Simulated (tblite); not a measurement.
C6H11FOSi.
SMILES with atom numbers: `[CH3:1][C:2]#[C:3][C@:4]([F:5])([CH2:6][CH3:7])[SiH2:8][OH:9]` (hydrogens: H10, H11, H12 on C1; H13, H14 on C6; H15, H16, H17 on C7; H18, H19 on Si8; H20 on O9)

Geometry (GFN2-xTB, Å), atoms numbered from 1 in this order:
```
atom  x, y, z in Å
C1     2.7941   -0.5718   -1.7079
C2     1.5207   -0.3865   -1.0484
C3     0.4832   -0.2222   -0.4681
C4    -0.7945   -0.0656    0.1904
F5    -1.7702    0.2163   -0.8044
C6    -0.7820    1.1016    1.1744
C7    -0.3841    2.4197    0.5186
Si8   -1.3634   -1.7450    0.9688
O9    -1.5529   -2.8254   -0.2214
H10    3.5490   -0.8579   -0.9755
H11    2.7144   -1.3585   -2.4580
H12    3.1052    0.3526   -2.1951
H13   -0.0844    0.8507    1.9758
H14   -1.7800    1.1947    1.6078
H15    0.6166    2.3464    0.0981
H16   -1.0779    2.6616   -0.2833
H17   -0.4012    3.2269    1.2472
H18   -2.6283   -1.4811    1.6532
H19   -0.3098   -2.2904    1.8097
H20   -1.8595   -2.5553   -1.0849
```

Computed with GFN2-xTB (tblite): harmonic, unscaled wavenumbers at the GFN2-xTB geometry, gas phase. Errors from tens to a few hundred cm⁻¹ against measured bands are possible. Modes of hydrogen on silicon can be 10 to 20 % off. One conformer, not necessarily the lowest.

Harmonic wavenumbers (cm⁻¹): 35.6, 36.6, 68.4, 92.4, 100.7, 120.8, 194.8, 204.8, 227.8, 249.7, 271.6, 284.2, 314.3, 353.3, 411.7, 495.3, 523.9, 592.8, 611.2, 727.4, 764.0, 790.5, 811.5, 881.9, 896.6, 930.2, 978.0, 1022.6, 1029.6, 1087.9, 1102.2, 1110.9, 1232.5, 1275.5, 1331.6, 1389.8, 1411.2, 1454.9, 1457.1, 1471.9, 1496.4, 1502.1, 2272.2, 2347.3, 2394.6, 2976.8, 2987.4, 2996.9, 3000.9, 3007.8, 3032.3, 3036.9, 3043.2, 3639.4.

A = 1367, B = 1080, C = 718.6 MHz; mass 146.056 u (most abundant isotopes); point group C1, symmetry number 1.

**Question.** Zero-point energy?

**Answer.** ½Σν̃ = 33041 cm⁻¹ = 395.26 kJ/mol.

**Question.** Entropy at 298.15 K, 1 bar (ideal gas, RRHO, classical rotation)?

**Answer.** Translation 171.01, rotation 125.92, vibration 183.36: S = 480.3 J/(mol K).

**Question.** And Cp and H(298.15 K) − H(0)?

**Answer.** Cp = 196.18 J/(mol K), of which vibrations give 162.92 (their classical limit is 54 R = 449.0); H(298.15 K) − H(0) = 36.98 kJ/mol without the zero-point energy, 27.07 from vibrations.

**Question.** What must be added to the electronic energy to get the Gibbs energy at 298.15 K and 1 bar?

**Answer.** ZPE + [H(298.15 K) − H(0)] − T·S = 395.26 + 36.98 − 143.20 = 289.04 kJ/mol.

**Question.** Which modes carry the vibrational entropy at 298.15 K?

**Answer.** 35.6 cm⁻¹: 22.97; 36.6 cm⁻¹: 22.74; 68.4 cm⁻¹: 17.57; 92.4 cm⁻¹: 15.10; 100.7 cm⁻¹: 14.40; 120.8 cm⁻¹: 12.92 J/(mol K); the other 48 give 77.67 together.

Hindered rotation and anharmonicity are outside this model. Other conformers, if any are populated, would add a mixing term that is left out. The structure is chiral; the term R ln 2 for an equal mix with its mirror image is left out.
